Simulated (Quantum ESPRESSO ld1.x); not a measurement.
The manganese ion Mn16+, configuration [He] 2s2 2p5.

Method: scalar-relativistic Kohn-Sham, BLYP, spin-unpolarised, spherical densities, point nucleus; computed with ld1.x of Quantum ESPRESSO 7.5.

Energy parts (hartree):
total: -1012.402
kinetic: 1025.232
electron-nucleus: -2194.067
Hartree: 192.344
exchange-correlation: -35.912

Orbitals (lengths in bohr, moments of r in powers of bohr; r(max) is where P^2 peaks):
| orbital | occ. | eigenvalue (hartree) | <r> | <1/r> | r(max) |
|---|---|---|---|---|---|
| 1s | 2 | -258.8735 | 0.06081 | 24.95 | 0.040 |
| 2s | 2 | -47.3528 | 0.2708 | 5.480 | 0.229 |
| 2p | 5 | -43.5841 | 0.2370 | 5.379 | 0.184 |
| 3s | 0 | -18.4308 | 0.6833 | 2.125 | 0.642 |
| 3p | 0 | -17.2695 | 0.6694 | 2.067 | 0.627 |
| 3d | 0 | -15.7041 | 0.6055 | 1.952 | 0.509 |

The highest occupied level is 2p at -1186.0 eV. For comparison, the ionisation energy in NIST's Atomic Spectra Database is 1224 eV (semi-empirical). In exact Kohn-Sham theory the highest level is minus the ionisation energy, but local and semilocal functionals leave it too shallow, through self-interaction and a potential that decays too fast; potentials with the right tail come closer. The density falls to 0.001 e/bohr^3 at r = 0.90 bohr.

Beside tabulated values, note that spin-unpolarised runs miss the spin-polarisation part of the exchange energy of open shells.
